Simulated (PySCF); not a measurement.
TaF₄, SMILES [F][Ta]([F])([F])[F] (connectivity only; charge and spin as stated), neutral, multiplicity 2.

Coordinates come from a PBE-D3(BJ)/def2-SVP optimisation. The spin state was assumed, not searched. The isomer is the one that the SMILES or the coordinates give; other isomers of the formula were not compared. The def2 effective core potentials stand for the cores of Ta; spin–orbit coupling is left out.

All values below come from PBE-D3(BJ)/def2-SVP (PySCF).

Frequencies are harmonic and unscaled.

Modes within 1.5 cm⁻¹ of each other (mostly degenerate sets) share a row, with their intensities summed.

```tsv
mode	ν (cm⁻¹)	IR (km/mol)	moving atoms (share of kinetic energy)
1–2	146	30.1	F 86 %, Ta 14 %
3	162	0.0	F 100 %
4	167	7.1	F 76 %, Ta 24 %
5	223	0.0	F 100 %
6	670	39.3	F 94 %
7–8	682	306.4	F 84 %, Ta 16 %
9	690	0.0	F 100 %
```
